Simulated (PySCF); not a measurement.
Dipole response of Cu²⁺ (copper, charge +2)

[Ar] 3d8 4s1, high-spin 4F determinant (an excited configuration). Computed with PySCF 2.14 in aug-cc-pwCVTZ-DK (10s9p7d4f3g, 127 functions), with scalar relativity by spin-free X2C-1e. Coupled (time-dependent) response in atomic units; α is the mean over directions.

| method | mean α (bohr³) | C₆ (like pair) | S(−4) |
| --- | --- | --- | --- |
| BHandHLYP | 11.85 | 39.14 | 124.1 |

S(−4) is the Cauchy moment in α(ω) = α(0) + S(−4) ω² + …

α(iu) at BHandHLYP:

```json
{"u (hartree)": "0", "α(iu) (bohr³)": "11.85"}
{"u (hartree)": "0.0500", "α(iu) (bohr³)": "11.55"}
{"u (hartree)": "0.100", "α(iu) (bohr³)": "10.74"}
{"u (hartree)": "0.200", "α(iu) (bohr³)": "8.509"}
{"u (hartree)": "0.300", "α(iu) (bohr³)": "6.500"}
{"u (hartree)": "0.500", "α(iu) (bohr³)": "4.069"}
{"u (hartree)": "0.750", "α(iu) (bohr³)": "2.689"}
{"u (hartree)": "1.00", "α(iu) (bohr³)": "2.009"}
{"u (hartree)": "1.50", "α(iu) (bohr³)": "1.343"}
{"u (hartree)": "2.00", "α(iu) (bohr³)": "1.003"}
{"u (hartree)": "3.00", "α(iu) (bohr³)": "0.6449"}
{"u (hartree)": "5.00", "α(iu) (bohr³)": "0.3427"}
```

For an ion, C₆ is the dispersion term alone; charge-induced terms of lower order in 1/R come first.
